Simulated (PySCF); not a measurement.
C4H6Ge, SMILES C#C[C](=C)[GeH3].

The structure is a stationary point at B3LYP-D3(BJ)/def2-SVP. This is a generated structure with no PubChem entry under its InChIKey; it may be hypothetical.

These are B3LYP-D3(BJ)/def2-SVP (PySCF) values and carry that method's errors.

Frequencies are harmonic and unscaled.

Computed vibrational spectrum:
```
mode  ν (cm⁻¹)  IR (km/mol)  Raman (Å⁴/amu)  depolarisation  moving atoms (share of kinetic energy)
----  --------  -----------  --------------  --------------  --------------------------------------
1          104          0.0             0.9            0.75                                  H 95 %
2          127          0.2             8.3            0.75                 C 67 %, H 17 %, Ge 16 %
3          240          4.3             5.2            0.75                          C 75 %, H 25 %
4          273          0.7             3.3            0.73                  C 60 %, H 31 %, Ge 9 %
5          412         21.7             5.7            0.23                         C 72 %, Ge 21 %
6          430          5.6             6.0            0.75                          H 56 %, C 43 %
7          565         16.3            13.6            0.46                          H 73 %, C 22 %
8          635          8.6            14.2            0.12                          C 67 %, H 29 %
9          644         44.1             3.8            0.75                          H 59 %, C 37 %
10         678         33.8             2.2            0.56                          H 77 %, C 23 %
11         683         32.2             3.3            0.75                          H 77 %, C 23 %
12         752          0.7             6.9            0.75                          H 79 %, C 21 %
13         832        206.0            15.5            0.59                                  H 96 %
14         877         32.1            27.7            0.75                                  H 99 %
15         890         30.3            27.2            0.74                                  H 98 %
16         934          1.4             4.8            0.61                          C 56 %, H 44 %
17         959         29.3             2.4            0.75                          H 72 %, C 28 %
18        1187          1.2            22.5            0.36                          C 68 %, H 32 %
19        1420          6.7            36.1            0.41                          H 82 %, C 18 %
20        1651          0.8            53.2            0.21                          C 87 %, H 13 %
21        2130         90.4           231.0            0.03                                  H 99 %
22        2138        117.0           100.2            0.75                                  H 98 %
23        2141        103.1           139.8            0.45                                  H 98 %
24        2197          1.8           364.0            0.25                           C 91 %, H 9 %
25        3130          5.4           129.2            0.14                                  H 95 %
26        3230          2.6            93.4            0.75                          H 89 %, C 11 %
27        3471         83.9            35.6            0.24                          H 86 %, C 14 %
```
